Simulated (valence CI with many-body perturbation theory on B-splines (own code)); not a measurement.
# Pm IV: calculated level list

Method: configuration interaction combined with many-body perturbation theory (CI+MBPT): four valence electrons over a frozen Dirac-Fock core [Xe], radial functions for each j: 8 s, 8 p, 9 d, 9 f, 6 g, 3 h, 2 i, with the one-electron correlation potential Σ1 (screened to all orders), the two-electron term Σ2, the three-electron term Σ3, Breit, model QED; the open f shell's mean field enters the energy denominators; selected single and double excitations, second order for the rest, scaled by the run's own slope (own B-spline code, finite nucleus).

Against measured spectra of neutral and singly charged lanthanides and actinides this method errs by a few hundred cm⁻¹ within a configuration and by up to about 5,000 between configurations. No measured spectrum was set against this ion. As an estimate, terms of the open shell hold to a few per cent of their energy, and close levels can change places. Core correlation moves these levels by up to 11000 cm⁻¹, and in measured spectra 5 to 20 % of such shifts remained as error; rates that hang on mixing are uncertain with them. Among the levels kept, up to 330 cm⁻¹ of a level comes from second order outside the variational space, and about a tenth of that is noise between levels of different J, which matters for small intervals. Only levels of the ground parity were solved; by the run's estimate the other parity begins above the list, which can be wrong where configurations are misplaced.

Levels 1 to 45 of 63, with energies above the lowest level, 4f4 5I_4. "Leading %" is the weight of the configuration and term that name the level; weights of strongly mixed levels are sums over their largest components and can fall short. Lifetimes count E1, E2, E3, M1 and M2 decay at the calculated energies, and are blank where another channel may lead or the interval is too uncertain; long ones can be off by a factor of two.

```csv
No.,Configuration,Term,J,E (cm⁻¹),Leading %,Lifetime,g,Second component
1,4f4,5I,4,0.0,95,,0.605,
2,4f4,5I,5,1561,96,4.31 s,0.901,
3,4f4,5I,6,3249,97,2.71 s,1.070,
4,4f4,5I,7,5013,96,2.72 s,1.175,
5,4f4,5I,8,6820,94,4.26 s,1.244,4 % 4f4 3K
6,4f4,5F,1,12618,93,,0.023,5 % 4f4 3D
7,4f4,5F,2,13064,91,186 s,1.010,4 % 4f4 3D
8,4f4,5F,3,13952,93,21.2 s,1.241,
9,4f4,5S,2,14288,91,,1.959,6 % 4f4 3P
10,4f4,5F,4,14923,88,4.73 s,1.319,5 % 4f4 3G
11,4f4,5F,5,16319,90,6.49 s,1.381,7 % 4f4 3G
12,4f4,3K,6,16729,96,406 ms,0.860,
13,4f4,5G,2,18053,90,9.57 s,0.363,7 % 4f4 3F
14,4f4,3H,4,18061,48,202 ms,0.957,18 % 4f4 3G
15,4f4,3K,7,18062,80,274 ms,0.999,15 % 4f4 3L
16,4f4,5G,3,18585,76,4.53 s,0.893,18 % 4f4 3G
17,4f4,3K,8,19702,69,246 ms,1.095,15 % 4f4 3L
18,4f4,3H,5,20404,42,302 ms,1.158,37 % 4f4 5G
19,4f4,5G,4,20662,70,339 ms,1.053,26 % 4f4 3H
20,4f4,3G,3,22043,77,553 ms,0.793,18 % 4f4 5G
21,4f4,5G,5,22638,55,318 ms,1.163,41 % 4f4 3H
22,4f4,5G,6,23005,73,708 ms,1.289,24 % 4f4 3H
23,4f4,3D,2,23160,54,275 ms,1.227,24 % 4f4 3P
24,4f4,3L,7,23551,82,396 ms,0.898,15 % 4f4 3K
25,4f4,3P,1,24247,51,335 ms,1.009,44 % 4f4 3D
26,4f4,3L,8,24706,59,,1.007,21 % 4f4 3M
27,4f4,3H,6,24906,72,362 ms,1.202,24 % 4f4 5G
28,4f4,3G,4,25052,60,211 ms,1.038,17 % 4f4 3H
29,4f4,3L,9,25693,74,928 ms,1.086,24 % 4f4 3M
30,4f4,3P,0,25783,98,4.18 s,,
31,4f4,3M,8,25865,46,,0.953,33 % 4f4 1L
32,4f4,3D,3,26042,81,512 ms,1.301,12 % 4f4 3F
33,4f4,1D,2,26550,38,323 ms,1.081,28 % 4f4 3P
34,4f4,3F,4,27479,69,524 ms,1.210,12 % 4f4 3G
35,4f4,3G,5,27577,69,,1.165,12 % 4f4 3H
36,4f4,3D,1,28216,49,251 ms,0.974,47 % 4f4 3P
37,4f4,3I,5,28957,85,,0.869,6 % 4f4 3G
38,4f4,3F,2,29106,51,,1.026,32 % 4f4 3P
39,4f4,3M,9,29453,74,948 ms,1.035,24 % 4f4 3L
40,4f4,3F,2,29516,79,,0.703,7 % 4f4 1D
41,4f4,3F,3,29711,80,310 ms,1.122,12 % 4f4 3D
42,4f4,3M,10,30079,97,2.00 s,1.098,
43,4f4,3I,6,30137,91,398 ms,1.029,5 % 4f4 3H
44,4f4,3I,7,30630,92,425 ms,1.133,5 % 4f4 1K
45,4f4,5D,0,30702,95,4.01 s,,
```

Names give the largest LS component (configuration and term), which can be under half, so a name can repeat, a term be missing and a line seem to break the LS rules; names also repeat where a configuration has a term twice.

Where two levels of one J and parity lie close, their mixing, g and order are uncertain.

The ionisation energy to 4f3 4I°_9/2 of the next ion comes out as 41.275 eV (NIST: 41.17 ± 0.09 eV (semi-empirical)). All 63 levels together are meant to be complete up to 41436 cm⁻¹.
